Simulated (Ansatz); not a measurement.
Cost and result for the atomization energy of C2H8BN3 (14 atoms, 14 bonds).

```xyz
14

B     0.801    1.571    1.113
C    -0.042    0.251    1.144
N    -0.489   -0.913    1.572
N     0.131    0.709   -0.049
C     0.251    0.010   -1.293
N    -0.775   -1.020   -1.384
H     0.292    2.637    1.333
H     1.991    1.440    1.282
H    -0.548   -1.100    2.556
H    -0.818   -1.591    0.899
H     0.215    0.747   -2.104
H     1.231   -0.485   -1.344
H    -0.566   -1.658   -2.141
H    -1.675   -0.598   -1.584
```

The species carries charge 0 and has multiplicity 1. The bonds changed during the relaxation, so this is another structure than the one it started from. Geometry: relaxed with PBE0-D4/def2-TZVP. It is one conformer, not always the lowest. Program: Ansatz. All runs use 4 threads of an AMD EPYC 7B13 on a shared host. Times are those of one run each, without the atoms' runs, and a repeat can differ threefold. Electronic energies, without spin–orbit coupling; frozen cores. CCSD(T)/CBS adds CCSD(T) − MP2 in def2-TZVPP to the MP2 limit, and its time is that of the two runs behind it. T1 = 0.013. B3LYP takes the VWN-RPA correlation (the form of Gaussian; ORCA's B3LYP/G).

CCSD(T)/CBS is a level of theory with its own doubt, some kJ/mol a heavy atom from the limit and from the frozen cores, so smaller differences don't rank the functionals.

| level | functions | wall time | atomization (kcal/mol) | difference from CCSD(T)/CBS | per bond |
| --- | --- | --- | --- | --- | --- |
| PBE-D4/def2-TZVPP (with forces) | 298 | 2.8 s | 1306.6 | 52.5 | 3.7 |
| PBE0-D4/def2-TZVPP | 298 | 3.1 s | 1273.9 | 19.8 | 1.4 |
| r2SCAN-D4/def2-TZVPP (with forces) | 298 | 4.5 s | 1261.0 | 6.9 | 0.5 |
| B3LYP-D4/def2-TZVPP (with forces) | 298 | 5 s | 1270.8 | 16.7 | 1.2 |
| B2PLYP/def2-TZVPP | 298 | 6.5 s | 1250.8 | -3.3 | -0.2 |
| ωB97X-V/def2-TZVPP | 298 | 7 s | 1267.9 | 13.8 | 1.0 |
| ωB97M-V/def2-TZVPP (with forces) | 298 | 11 s | 1269.6 | 15.5 | 1.1 |
| MP2/def2-QZVPP | 582 | 28 s | 1261.3 | 7.2 | 0.5 |
| CCSD(T)/def2-TZVPP | 298 | 11 min | 1216.8 | -37.3 | -2.7 |
| CCSD(T)/CBS(def2) | – | 11 min | 1254.1 | 0.0 | 0.0 |

The D4 term adds +10.3 kcal/mol with B3LYP and +5.5 kcal/mol with PBE0; it sums over pairs of atoms, weighted by their polarisabilities, and B3LYP, whose exchange is more repulsive, gets the larger term. In def2-TZVPP, CCSD(T) changes the Hartree–Fock value by +356.8 kcal/mol (the triples alone add +22.5 kcal/mol) and MP2 by +379.2 kcal/mol; breaking electron pairs costs correlation energy, which Hartree–Fock lacks. From PBE to PBE0 (25 % exact exchange), in def2-TZVPP and without D4, the atomization energy moves by −31.7 kcal/mol: exact exchange takes away binding that semilocal exchange gives to molecules.
